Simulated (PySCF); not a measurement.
PySCF input file for B(Cl)(H)(SeH) (BClH₂Se), SMILES ClB[SeH], B3LYP/pcSseg-2. Geometry optimised at B3LYP-D3(BJ)/def2-TZVP. Other conformers were not sampled.

```python
import numpy as np
from pyscf import gto, scf, dft
from pyscf.prop.nmr import rks as nmr

mol = gto.M(
    atom='''
    B    -0.75043539   -0.61319605    0.00000000
    Cl    0.17113532   -2.09995284    0.00000000
    H    -1.93328689   -0.66492586    0.00000000
    Se    0.03918704    1.13923169    0.00000000
    H     1.44380391    0.69622699    0.00000000
    ''',
    basis='pcSseg-2',
    charge=0,
    spin=0,
    max_memory=1600,
    verbose=3,
)
mf = dft.RKS(mol, xc='b3lyp').density_fit(auxbasis='def2-universal-jkfit')
mf.grids.level = 3
mf.conv_tol = 1e-10
mf.max_cycle = 100
mf.kernel()
n = nmr.NMR(mf)
n.verbose = 2
n.max_cycle_cphf = 60
sigma = n.kernel()
print('atom   isotropic/ppm   span/ppm')
for i, s in enumerate(sigma):
    w = np.linalg.eigvalsh((s + s.T) / 2)
    print(f'{mol.atom_symbol(i):2s}{i + 1:3d} {w.mean():14.3f} {w[2] - w[0]:11.3f}')
```

Program output:

```
converged SCF energy = -2887.99958185509
atom   isotropic/ppm   span/ppm
B   1         21.523     153.211
Cl  2        652.146     553.541
H   3         24.448       5.083
Se  4       1541.357    1077.760
H   5         27.999      16.907
```

The calculation finished and met its thresholds.

Cost: about 29 core-seconds (a rough figure).
